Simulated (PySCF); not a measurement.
C4H10Si2, SMILES C=C[Si@H]1CC[SiH2]1.

The structure is a stationary point at PBE0-D3(BJ)/def2-SVP. The structure was generated by enumeration; whether it is a known compound was not checked. Other conformers were not sampled.

Calculation: TDA-PBE/def2-SVPD (PySCF).

Vertical excitations. Gas-phase values at a fixed geometry.

Computed UV-visible absorptions:
```tsv
state	energy (eV)	λ (nm)	f	main pairs
S1	4.84	256	0.135	HOMO→LUMO 65 %, HOMO−1→LUMO 27 %
S2	5.06	245	0.080	HOMO−1→LUMO 68 %, HOMO→LUMO 20 %, HOMO−2→LUMO 10 %
S3	5.67	218	0.037	HOMO→LUMO+1 83 %
S4	5.87	211	0.028	HOMO−3→LUMO 51 %, HOMO→LUMO+2 17 %, HOMO−2→LUMO 17 %, HOMO−4→LUMO 11 %
S5	5.97	208	0.035	HOMO→LUMO+2 67 %
S6	6.11	203	0.000	HOMO−4→LUMO 61 %, HOMO−3→LUMO 26 %
T1	3.90	318	0	HOMO→LUMO 86 %
T2	4.68	265	0	HOMO−1→LUMO 69 %, HOMO−2→LUMO 18 %
```
Triplets are in the Tamm–Dancoff approximation.
